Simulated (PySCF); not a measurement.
**A ladder for the ionisation energy of N⁺**

N⁺ [He] 2s2 2p2 (3P) → N²⁺ [He] 2s2 2p1 (2P). Scalar values calculated with PySCF 2.14 in aug-cc-pVQZ (non-relativistic; valence: 1s2 frozen). The spin-orbit shift comes from two-component X2C-1e calculations (generalised Hartree-Fock, GHF, and MP2 on its spinors, GMP2) in x2c-QZVPPall-2c: GMP2 gives 29.663 eV without and 29.656 eV with screened spin-orbit coupling, a shift of -0.007 eV (GHF: -0.007 eV). Sums use unrounded values; where a UHF row is shifted, it takes the GHF shift.

```csv
method,scalar (eV)
UHF,29.205
MP2 (valence),29.665
SCS-MP2 (valence),29.522
CCSD (valence),29.503
CCSD(T) (valence),29.521
LDA,30.058
PBE,29.899
PBE0,29.910
r2SCAN,30.134
TPSS,29.842
B3LYP,30.001
wB97M-V,29.619
r2SCANh,30.113
ROHF,29.175
```

Form a composite estimate from CCSD(T) (valence) and the spin-orbit shift, and compare it with the reference, 29.601 eV (semi-empirical (NIST evaluation); NIST Atomic Spectra Database, ionization energies).

29.521 + (-0.007) = 29.514 eV, an error of -0.087 eV.

The errors of the correlated levels include the incompleteness of the basis and the frozen core, so a lower level can come closer by cancellation.

A first-order Landé estimate from the scalar orbitals gives -0.003 eV instead; single two-component determinants are not pure J levels in LS coupling, so the shift is uncertain by about that difference.
